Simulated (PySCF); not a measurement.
PySCF 2.14 output of a UHF calculation on a single atom or ion in aug-cc-pVDZ-PP with ECP28MDF (5s5p4d2f, 54 functions), with a scalar-relativistic core potential:

```
SCF conv_tol = 1e-09
number electrons alpha = 9  beta = 4
cycle= 1 E= -56.1473211142673  delta_E= -0.00259  |g|= 0.0144  |ddm|= 0.0385
cycle= 2 E= -56.1474132341547  delta_E= -9.21e-05  |g|= 0.00303  |ddm|= 0.00906
cycle= 3 E= -56.1474193238034  delta_E= -6.09e-06  |g|= 0.000403  |ddm|= 0.00701
cycle= 4 E= -56.1474197189781  delta_E= -3.95e-07  |g|= 0.000188  |ddm|= 0.00173
cycle= 5 E= -56.1474198099601  delta_E= -9.1e-08  |g|= 4.83e-05  |ddm|= 0.00138
cycle= 6 E= -56.1474198158266  delta_E= -5.87e-09  |g|= 4.11e-06  |ddm|= 0.000387
cycle= 7 E= -56.1474198158561  delta_E= -2.96e-11  |g|= 8.39e-07  |ddm|= 3.22e-05
converged SCF energy = -56.1474198158561  <S^2> = 8.7541434  2S+1 = 6.001381
```

The run itself started from symmetry-adapted Hartree-Fock orbitals and held the occupation by maximum overlap, so the iterations belong to that start.

Q: Which element, charge and spin multiplicity is this?

A: Nb (niobium, neutral), multiplicity 6; the state was [Kr] 4d4 5s1, high-spin 6D determinant.

Energies and moments cover only the electrons outside the core potential.
